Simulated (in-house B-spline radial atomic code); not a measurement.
Co²⁰⁺. Computed with a B-spline radial atomic code. Model: all-electron spherical atom, spin shells full or empty, radial basis limit, no spin-orbit coupling: exact exchange with a local potential (Slater, KLI or optimised effective potential, whose far tail is KLI's), no correlation.

Exchange potential has not reached -1/r at the last radius.

The run also made RPA and GW results, which its time includes.

The Slater potential averages the orbital exchange potentials with the orbital densities as weights, KLI adds orbital constants, and the optimised effective potential minimises the exact-exchange energy among local potentials. So their energies lie above Hartree-Fock in the order OEP, KLI, Slater. All fall off as −1/r, unlike LDA and GGA exchange.

Command:
```bash
python run_gw.py task.json out
```
Settings (nuclear radius in fm, other lengths in bohr, energies in hartree):
```
Z                      27
electrons              7
configuration          [He] 2s2 2p3
hamiltonian            x2c
method                 oep
lmax                   9
rms_radius             3.7875
spin_polarised         True
box_radius             4.08
intervals              94
```

Cost of the run: 3.7 s on 1 thread of Arm Neoverse N1, with other jobs on the host.

Given: hamiltonian one-electron scalar X2C; mean-field start exchange-only OEP.

Computed: energy above Hartree-Fock 1.5219 millihartree.

| radius (bohr) | r times exchange potential up (hartree bohr) | r times exchange potential down (hartree bohr) |
| --- | --- | --- |
| 0.00185 | -0.045003 | -0.045015 |
| 0.00218 | -0.052991 | -0.052994 |
| 0.00257 | -0.062399 | -0.062392 |
| 0.00303 | -0.073458 | -0.073432 |
| 0.00357 | -0.086369 | -0.086318 |
| 0.00421 | -0.10156 | -0.10147 |
| 0.00497 | -0.11943 | -0.11929 |
| 0.00585 | -0.13987 | -0.13965 |
| 0.0069 | -0.16384 | -0.16351 |
| 0.00813 | -0.19132 | -0.19084 |
| 0.00959 | -0.223 | -0.2223 |
| 0.0113 | -0.25872 | -0.25773 |
| 0.0133 | -0.29849 | -0.29708 |
| 0.0157 | -0.34325 | -0.34127 |
| 0.0185 | -0.39125 | -0.38855 |
| 0.0218 | -0.44197 | -0.43838 |
| 0.0257 | -0.49389 | -0.48943 |
| 0.0303 | -0.54435 | -0.53926 |
| 0.0357 | -0.58952 | -0.58517 |
| 0.0421 | -0.62485 | -0.62391 |
| 0.0496 | -0.64404 | -0.65182 |
| 0.0585 | -0.64286 | -0.66362 |
| 0.0689 | ? | ? |
| 0.0812 | -0.63338 | -0.59548 |
| 0.0958 | -0.706 | -0.48291 |
| 0.113 | -0.84525 | -0.41405 |
| 0.133 | -0.99964 | -0.53192 |
| 0.157 | -1.1407 | -0.69806 |
| 0.185 | -1.2542 | -0.79985 |
| 0.218 | ? | ? |
| 0.257 | -1.3746 | -0.92153 |
| 0.303 | -1.3722 | -0.95932 |
| 0.357 | -1.3358 | -0.9826 |
| 0.421 | -1.2795 | -0.99393 |
| 0.496 | -1.218 | -0.99839 |
| 0.584 | -1.1606 | -0.99973 |
| 0.689 | -1.1071 | -0.99977 |

Task: What belongs in the row 0.0689?

Result: r times exchange potential up (hartree bohr): -0.62815; r times exchange potential down (hartree bohr): -0.65079.

Task: What belongs in the row 0.218?

Result: r times exchange potential up (hartree bohr): -1.3347; r times exchange potential down (hartree bohr): -0.86835.

```
occupied  level (hartree)  Hartree-Fock level (hartree)
   1s up           -319.3                       -324.31
 1s down          -318.85                       -323.24
   2s up          -67.515                       -67.932
 2s down                ?                             ?
   2p up          -63.881                        -63.88
```

Task: What belongs in the row 2s down?

Result: level (hartree): -65.648; Hartree-Fock level (hartree): -65.648.

```json
{"empty": "2p down", "level (hartree)": "-61.782"}
{"empty": "3s up", "level (hartree)": "-27.838"}
{"empty": "3s down", "level (hartree)": "?"}
{"empty": "3p up", "level (hartree)": "-26.727"}
{"empty": "3p down", "level (hartree)": "-26.16"}
{"empty": "3d up", "level (hartree)": "-25.61"}
{"empty": "3d down", "level (hartree)": "?"}
{"empty": "4s up", "level (hartree)": "-15.073"}
{"empty": "4s down", "level (hartree)": "-14.932"}
{"empty": "4p up", "level (hartree)": "-14.612"}
{"empty": "4p down", "level (hartree)": "-14.458"}
{"empty": "4d up", "level (hartree)": "-14.171"}
{"empty": "4d down", "level (hartree)": "-13.96"}
{"empty": "4f up", "level (hartree)": "-13.941"}
```

Task: What belongs in the row 3s down?

Result: level (hartree): -27.312.

Task: What belongs in the row 3d down?

Result: level (hartree): -24.863.

The highest level, 2p up, differs from Hartree-Fock by -0.018 eV and the deepest, 1s up, by +137 eV: a local potential can match the highest level but can't give each shell its own exchange.
